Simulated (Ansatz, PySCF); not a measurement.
Donor–acceptor adduct: BGeH5 (SMILES [BH2][GeH3]) (first 7 atoms) with H2O (SMILES O); geometry from B3LYP-D3(BJ)/def2-TZVP, rigid monomers moved along the line of their centres of mass till B1···O8 is 2.93 Å.
(charge 0, multiplicity 1):
```xyz
10

B      1.223     0.288     0.802
Ge    -0.619    -0.018    -0.129
H      2.033    -0.566     0.588
H      1.627     1.413     0.764
H     -0.564     0.027    -1.670
H     -1.246    -1.397     0.237
H     -1.707     1.010     0.294
O      1.548     0.102     3.703
H      1.177    -0.775     3.878
H      0.913     0.756     4.024
```

Monomers are frozen at their geometry in the pair; levels with a basis set take the counterpoise correction. Rows marked so take none.

Rows in 3-21G, 6-31G* carry no dispersion term and start afresh at each structure (6-31G* with six Cartesian d functions); the Pople sets are all-electron and without relativity.

Run with Ansatz (Gaussian orbitals); PySCF for 3-21G rows, 6-31G* rows, the dispersion terms. Each number belongs to the level named beside it.

Problem. One of these levels gives -32.6 kJ/mol for the interaction energy. Name it.
A) PBE0-D3(BJ)/def2-TZVPPD
B) r2SCAN-D3(BJ)/def2-TZVPPD
C) BP86/6-31G* (no counterpoise)
D) B3LYP/3-21G (no counterpoise)

Solution. C, BP86/6-31G* (no counterpoise). The others give -24.5 (r2SCAN-D3(BJ)/def2-TZVPPD), -55.1 (B3LYP/3-21G (no counterpoise)), -22.2 (PBE0-D3(BJ)/def2-TZVPPD)

Ansatz is a quantum-chemistry and plane-wave program.
